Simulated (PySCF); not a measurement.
Polarisability and C₆ of Tc⁺ (technetium, charge +1)

[Kr] 4d5 5s1, high-spin 7S determinant. All numbers are calculated (PySCF 2.14, a scalar-relativistic core potential, in aug-cc-pwCVDZ-PP with ECP28MDF). Coupled (time-dependent) response in atomic units; α is the mean over directions. A double-zeta set is small for polarisabilities.

```
method  mean α (bohr³)  C₆ (like pair)  S(−4)
   UHF           46.77           352.8   1552
   PBE           33.47           247.3  636.9
  PBE0           35.76           264.0  770.2
  MN15           36.62           277.8  765.7
 B3LYP           34.51           252.6  711.9
```

S(−4) is the Cauchy moment in α(ω) = α(0) + S(−4) ω² + …

α(iu) at PBE0:

| u (hartree) | α(iu) (bohr³) |
| --- | --- |
| 0 | 35.76 |
| 0.0500 | 33.97 |
| 0.100 | 29.74 |
| 0.200 | 21.03 |
| 0.300 | 15.32 |
| 0.500 | 9.634 |
| 0.750 | 6.482 |
| 1.00 | 4.782 |
| 1.50 | 2.958 |
| 2.00 | 2.011 |
| 3.00 | 1.091 |
| 5.00 | 0.4564 |

A single London oscillator, α(iu) = α/(1 + u²/ω²), gives C₆ = (3/4) ω α². Matching the computed C₆ needs ω = 4 × 264.0 / (3 × 35.76²) = 0.275 hartree.

For an ion, C₆ is the dispersion term alone; charge-induced terms of lower order in 1/R come first.

Energies and moments cover only the electrons outside the core potential.
